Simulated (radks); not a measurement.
The nuclear charge of neutral tantalum is varied continuously with 73 electrons held in [Xe] 4f14 5d3 6s2. Calculated with a radial shooting solver on a logarithmic mesh with Libxc functionals: non-relativistic Kohn-Sham, PBE, spin-unpolarised, spherical densities, point nucleus; relativity is left out, which matters for an element this heavy. By the Hellmann-Feynman theorem dE/dZ = E(electron-nucleus)/Z, the electronic potential at the nucleus.

| Z | E (hartree) | E(electron-nucleus)/Z (hartree) | HOMO | e(HOMO) (eV) | <r> HOMO (bohr) |
|---|---|---|---|---|---|
| 72.75 | -14683.0294 | -480.709 | 5d | -2.660 | 2.254 |
| 73 | -14803.4826 | -482.915 | 6s | -4.596 | 3.638 |
| 73.25 | -14924.4864 | -485.115 | 6s | -6.232 | 3.487 |
| 73.5 | -15046.0395 | -487.310 | 6s | -7.989 | 3.355 |
| 73.75 | -15168.1408 | -489.500 | 6s | -9.859 | 3.237 |
| 74 | -15290.7892 | -491.687 | 6s | -11.831 | 3.131 |

The central difference of E at Z = 73 is -482.914 hartree, to compare with the third column; the second derivative is -8.81 hartree.
